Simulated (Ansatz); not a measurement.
Reaction (ligand exchange at the Si–O bond): `CO[Si]Br` + `[SiH3]N[SiH3]` → `[SiH3]N([SiH3])[Si]Br` + CH₃OH

Gas-phase electronic energies from Ansatz, PBE0-D4/def2-TZVP geometries. CCSD(T)/CBS is the MP2 limit (def2-TZVPP, def2-QZVPP) plus CCSD(T) − MP2 in def2-TZVPP, frozen cores. This one scheme is used for every species. Functionals use def2-TZVPP. B3LYP here is the variant with VWN-RPA as its local correlation; programs differ in this. For Br outer-core shells are correlated without core-valence functions, which leaves a few kJ/mol of doubt a bond. Scalar relativity is left out up to krypton. Each species was taken in one conformer, which may not be the lowest.

```tsv
level	ΔE (kcal/mol)	difference from CCSD(T)/CBS
PBE-D4	8.2	-0.1
BLYP-D4	10.2	1.9
PBE0-D4	8.1	-0.2
r2SCANh-D4	9.6	1.3
BHLYP-D4	9.9	1.6
B3LYP	13.4	5.1
HF/def2-SVP	11.9	3.6
MP2/def2-SVP	7.7	-0.6
CCSD/def2-SVP	8.3	0.0
HF/def2-TZVPP	14.3	6.0
MP2/def2-TZVPP	8.0	-0.3
SCS-MP2/def2-TZVPP	9.2	0.9
MP2/def2-QZVPP	8.0	-0.3
SCS-MP2/def2-QZVPP	9.2	0.9
MP2/CBS(def2)	7.8	-0.5
CCSD/CBS(def2)	9.3	1.0
CCSD(T)/CBS	8.3	0
```

Largest T1 diagnostic among the species: 0.012.

In def2-TZVPP, CCSD(T) changes the Hartree–Fock value by −5.8 kcal/mol (the triples alone add −1.0 kcal/mol) and MP2 by −6.3 kcal/mol. Leaving LDA and LC-ωPBE aside and taking each functional with its dispersion term where it has one, the values, not all of them listed here, spread over 4.4 kcal/mol, from revPBE-D4 to CAM-B3LYP-D4. LDA lies −1.1 kcal/mol from PBE without D4.
